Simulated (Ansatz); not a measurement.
Mulliken charges of C2H6GeO (`C=C[O][GeH3]`) from r2SCAN/def2-TZVPP in Ansatz (PBE0-D4/def2-TZVP geometry).

```
atom   x (Å)   y (Å)   z (Å)  charge (e)
  C1   1.885   0.223   0.964      -0.275
  C2   0.624   0.310   0.565       0.132
  O3   0.221  -0.016  -0.682      -0.378
 Ge4  -1.507  -0.350  -1.020       0.323
  H5   2.151   0.532   1.965       0.081
  H6   2.662  -0.141   0.304       0.080
  H7  -0.151   0.681   1.239       0.069
  H8  -1.845  -1.758  -0.507      -0.015
  H9  -2.339   0.714  -0.284      -0.014
 H10  -1.618  -0.245  -2.541      -0.003
```

Task: By hand: the dipole of these point charges (1 e Å = 4.8032 D).

Result: Σ q r = (-0.564, -0.031, 0.026) e Å, of length 0.565 e Å = 2.71 D.

Task: How does the dipole of the full density compare? (An estimate is asked.)

Result: Ansatz gave: (-0.382, -0.031, -0.009) e Å, 1.84 D; the point charges give 1.47 times that, at 4° from its direction.

Point charges leave out the atoms' own dipoles, such as those of lone pairs, and Mulliken's split depends on the basis, so the two needn't agree.
